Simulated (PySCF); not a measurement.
Stepwise substitution at one centre (Sn F-C2H5). Gas-phase values, no solvent. One relaxed conformer stands for each flexible species; it need not be the lowest. Strings in code marks are SMILES.

The S1 excitation (TDA) from two functionals at the same geometries (PBE0-D4/def2-SVP), both in PySCF: PBE-D3(BJ)/def2-TZVP and B3LYP-D3(BJ)/def2-TZVP. B3LYP has the VWN-RPA correlation part, as in Gaussian. Excitations are Tamm–Dancoff values on a coarser integration grid. The basis has no diffuse functions, so Rydberg states are missing or too high.

```json
[
 {"species": "0 of 4 F replaced by C2H5 (`[F][Sn]([F])([F])[F]`)", "PBE-D3(BJ)/def2-TZVP (eV)": "5.44", "B3LYP-D3(BJ)/def2-TZVP (eV)": "6.29"},
 {"species": "1 of 4 F replaced by C2H5 (`[Sn]([F])([F])([CH2]C)[F]`)", "PBE-D3(BJ)/def2-TZVP (eV)": "6.09", "B3LYP-D3(BJ)/def2-TZVP (eV)": "6.67"},
 {"species": "2 of 4 F replaced by C2H5 (`C[CH2][Sn]([F])([F])[CH2]C` (C–C–Sn–F torsion 17°, F–Sn–C–C torsion 46°))", "PBE-D3(BJ)/def2-TZVP (eV)": "6.06", "B3LYP-D3(BJ)/def2-TZVP (eV)": "6.51"}
]
```

Over these rows, drawn at random from the members with no instability flagged (it was tested for open shells, ions and some series alone), PBE minus B3LYP-D3(BJ): mean -0.62 eV, from -0.84 eV to -0.45 eV.
